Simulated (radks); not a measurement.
The numbers below are computed, except where a source is named.
Task: These are the eigenvalues of the occupied orbitals of an atom or ion with whole-number occupations (eV). Level of theory: Dirac Kohn-Sham, exchange-only PBE, spin-unpolarised, spherical densities, finite nucleus; Fermi nuclear charge, rms radius of each element as measured or else 0.836 A^(1/3) + 0.57 fm (a radial shooting solver on a logarithmic mesh with Libxc functionals).

orbital  eigenvalue
1s1/2     -53581.24
2s1/2     -12567.31
2p1/2     -12307.16
2p3/2     -11600.15

Which element is it, and in what charge state? The configuration may be excited. Open shells, if any, fill j = l - 1/2 first.

Result: Z = 63, europium, charge +56: Eu56+ in [He] 2s2 2p3. The list shows which subshells hold electrons but not how many an open one holds; the 1s level, -1969.1 hartree, gives Z - s = 62.8 by -(Z - s)^2/2, which with screening and relativity narrows Z to a few neighbours, and the depths of the outer levels then fix element, charge and occupations together.
